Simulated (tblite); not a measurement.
Run record: tight-binding relaxation, `C[Si@@H](N)[Si@@H](C)C[SiH3]`.

Computed with GFN2-xTB geometry optimisation, gas phase (tblite 0.8.0). Start geometry: from a force field or distance geometry. The input is one job of a driver script: a line of settings, then coordinates in Å.

Command:
```bash
OMP_NUM_THREADS=1 python probes_run.py task.json out
```

Input:
```
{"job": {"kind": "relax", "xc": "GFN2-xTB", "basis": "xTB"}, "charge": 0, "multiplicity": 1}
C     -1.814700     0.550300     1.531000
Si    -1.436200    -0.546000     0.097700
N     -2.696300    -0.572300    -1.019600
Si     0.577900     0.169800    -0.882100
C      0.263000     1.851700    -1.577200
C      1.942100     0.232000     0.375300
Si     2.452900    -1.485900     0.809900
H     -1.023600     0.534500     2.289800
H     -2.746100     0.242900     2.026400
H     -1.952600     1.592200     1.218700
H     -1.298300    -1.954500     0.551200
H     -3.557500    -0.926500    -0.583100
H     -2.501500    -1.220700    -1.766300
H      0.931900    -0.753600    -1.997600
H      1.159400     2.246300    -2.075300
H     -0.541000     1.829200    -2.315900
H     -0.018100     2.569400    -0.800600
H      1.628600     0.778300     1.269200
H      2.802000     0.776100    -0.035300
H      2.912200    -2.247000    -0.371300
H      3.572000    -1.434300     1.786500
H      1.333500    -2.212500     1.467700
```

Output:
```
step      E/eV     max force
  0    -602.65032    2.648
  1    -602.85470    0.670
  2    -602.88719    0.392
  3    -602.90907    0.376
  4    -602.93985    0.508
  5    -602.97523    0.532
  6    -603.00524    0.407
  7    -603.02182    0.196
  8    -603.02762    0.166
  9    -603.03270    0.176
... (50 lines left out)
 60    -603.08451    0.015
 61    -603.08455    0.013
 62    -603.08458    0.014
 63    -603.08462    0.020
 64    -603.08466    0.020
 65    -603.08470    0.014
 66    -603.08474    0.015
 67    -603.08478    0.014
 68    -603.08481    0.014
 69    -603.08483    0.010
```

«max force» is the largest atomic force in eV/Å.

**Question.** From which step on does the largest force stay under 0.1 eV/Å, and how much energy is left to gain from there?

**Answer.** From step 16 (0.083 eV/Å), 26.6 meV above the end.

Summary of the converged run: energy lowered by 10.0 kcal/mol over 69 steps; largest atomic force 0.010 eV/Å at the end.

**Question.** Give the final coordinates.

**Answer.** 0.183 Å rms from the input after alignment:
```
atom  x, y, z in Å
C1    -1.9829    0.4884    1.5776
Si2   -1.4216   -0.6440    0.1546
N3    -2.7065   -0.5449   -1.0009
Si4    0.4905    0.1104   -0.9100
C5     0.2851    1.8815   -1.5970
C6     1.9897    0.1532    0.2758
Si7    2.6262   -1.5216    0.8895
H8    -1.2239    0.5406    2.3524
H9    -2.8981    0.1343    2.0432
H10   -2.1661    1.4995    1.2262
H11   -1.2866   -2.0007    0.7410
H12   -3.6594   -0.6238   -0.6821
H13   -2.6077   -1.0207   -1.8824
H14    0.8857   -0.7321   -2.0635
H15    1.1862    2.2320   -2.0933
H16   -0.5267    1.9309   -2.3162
H17    0.0565    2.5868   -0.8024
H18    1.7341    0.7672    1.1410
H19    2.8125    0.6701   -0.2196
H20    3.0843   -2.3292   -0.2431
H21    3.7558   -1.3245    1.8073
H22    1.5625   -2.2340    1.6010
```

Hardware: Arm Neoverse N1, one thread, no GPU, shared host with 64 logical CPUs at a one-minute load of 55. Cost: 1.1 s.
Labels such as C1 count atoms from 1, the log's own numbers from 0.
